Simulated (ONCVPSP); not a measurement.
## What one change does to a pseudopotential (aluminium (Al), ONCV)

* Element: aluminium
* Generator: ONCVPSP 4.0.1
* Type: optimised norm-conserving Vanderbilt (ONCV)
* Functional: LDA (Perdew-Wang 92)
* Relativity: non-relativistic
* Frozen core: [Ne]
* Valence charge: 3
* Reference configuration: 3s1.75 3p1.25
* Partial waves: 3s: rc 1.95 bohr, ncon 4, nbas 7, qcut 3.1 1/bohr, 2 projectors, debl 1.4 Ha; 3p: rc 1.95 bohr, ncon 5, nbas 8, qcut 3.9 1/bohr, 3 projectors, debl 0.9 Ha
* Local potential: polynomial inside 1.45 bohr (lpopt 5, dvloc0 0 Ha)
* Core correction: Teter function, fcfact 2.75, rcfact 1.5

Change: s: qcut 4.5.

Cutoffs: the cutoffs (Ha) at which the residual kinetic energy of the hardest occupied pseudo-wave falls to 1 and 0.1 mHa per electron; they do not see the model core or the augmentation charge, which bear on the density cutoff. Errors are all-electron minus pseudo energies relative to the spin-unpolarised reference configuration.

Question: How do hardness, ghosts and transferability respond?

Answer: The potential gets neither clearly harder nor softer (6.1 Ha and 33 Ha → 6.4 Ha and 33 Ha); both files keep a bound ghost (p); of the 4 tests that both files solve, the error grows in 0 and shrinks in 2 by more than 15 % and 0.3 meV (median size 0.6 → 0.3 meV).

| quantity | base | changed |
| --- | --- | --- |
| cutoff, loose | 6.1 Ha | 6.4 Ha |
| cutoff, tight | 33 Ha | 33 Ha |
| loose cutoff by channel | s 6.1 Ha, p 2.3 Ha | s 6.4 Ha, p 2.3 Ha |
| bound ghosts | p | p |
| GHOST(+) flags under 300 eV | s at 95.3 eV | s at 93.2 eV |
| error for 3s2 3p1, meV [ΔE -1.26 eV] | 0.0 | +0.1 |
| error for 3s2 3p0, meV [ΔE 4.59 eV] | -0.4 | -0.4 |
| error for 3s1 3p0, meV [ΔE 23.93 eV] | -4.2 | -3.1 |
| error for 3s1 3p1, meV [ΔE 10.37 eV] | -0.9 | +0.3 |
| s: phases at 1.99 bohr within 0.05 rad from the reference energy up to (Ha; the scan ends near 5) | 2.8 | 2.8 |
| p: phases at 1.99 bohr within 0.05 rad from the reference energy up to (Ha; the scan ends near 5) | 4.1 | 4.1 |
| rms error of d²Exc/dni dnj with the model core, mHa | 0.39 | 0.49 |

Base: The cutoffs count occupied waves only; projector 2 of the p channel, the hardest unoccupied one, needs 52 Ha at the loose tolerance. Changed file: The cutoffs count occupied waves only; projector 2 of the p channel, the hardest unoccupied one, needs 52 Ha at the loose tolerance. A true bound ghost makes a file unfit for plane-wave use even where its test errors are small: the radial tests pick states by their node count and pass the ghost by.
